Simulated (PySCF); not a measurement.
`C1=C[PH+]2C=CC1C=C2`, [C7H8P]+, charge +1

Geometry (Å), atoms numbered from 1 in this order:
```xyz
16

C    -0.579   -0.436   -1.390
C    -0.517    0.892   -1.373
P     0.141    1.451    0.200
C    -0.927    0.556    1.331
C    -0.943   -0.734    1.012
C    -0.118   -1.209   -0.169
C     1.326   -0.828    0.098
C     1.627    0.450    0.303
H    -0.941   -1.003   -2.232
H    -0.810    1.558   -2.165
H     0.273    2.806    0.387
H    -1.461    1.025    2.139
H    -1.514   -1.472    1.551
H    -0.223   -2.282   -0.318
H     2.056   -1.621    0.110
H     2.603    0.855    0.504
```

Total charge +1.

Computed with PySCF, GIAO PBE/pcSseg-1 magnetisability, rotational g tensor and spin-rotation constants, non-relativistic, gas phase. Geometry: GFN2-xTB.

For an ion the centre-of-mass motion in the field is neglected.

**Question.** Give the nuclear spin-rotation constants along the inertial axes (H = +C I·J) beside the isotropic shieldings.

**Answer.** Rotational constants 2.5597, 2.1838, 2.1829 GHz. A star marks the isotopologue with that one atom substituted, in its own axes.
```tsv
atom	isotope	Caa (kHz)	Cbb (kHz)	Ccc (kHz)	mean (kHz)	σ (ppm)
P3	31P	4.162	3.036	3.035	3.411	361.2
H9	1H	-0.057	-0.115	-0.115	-0.096	23.0
H10	1H	-0.195	-0.083	-0.083	-0.120	24.2
H11	1H	0.179	-0.269	-0.269	-0.120	24.2
H12	1H	-0.194	-0.084	-0.083	-0.120	24.2
H13	1H	-0.058	-0.115	-0.115	-0.096	23.0
H14	1H	0.190	-0.258	-0.258	-0.109	25.2
H15	1H	-0.057	-0.115	-0.115	-0.096	23.0
H16	1H	-0.195	-0.083	-0.083	-0.120	24.2
C1	13C*	1.126	1.195	0.237	0.853	18.2
C2	13C*	0.800	1.070	0.262	0.711	56.5
C6	13C*	0.717	0.376	0.376	0.490	121.5
```
Where two moments of inertia are equal or nearly so, the constants along those axes are given as their average.
For the geometry as given, no vibrational averaging.

**Question.** How do the rotational constants and the g tensor change when H9, H10, H11, H12, H13, H14, H15, H16 are replaced by deuterium?

**Answer.** Constants 2.1807, 1.8548, 1.8540 GHz; g -0.0392, 0.0090, 0.0090, against -0.0461, 0.0106, 0.0106 before.
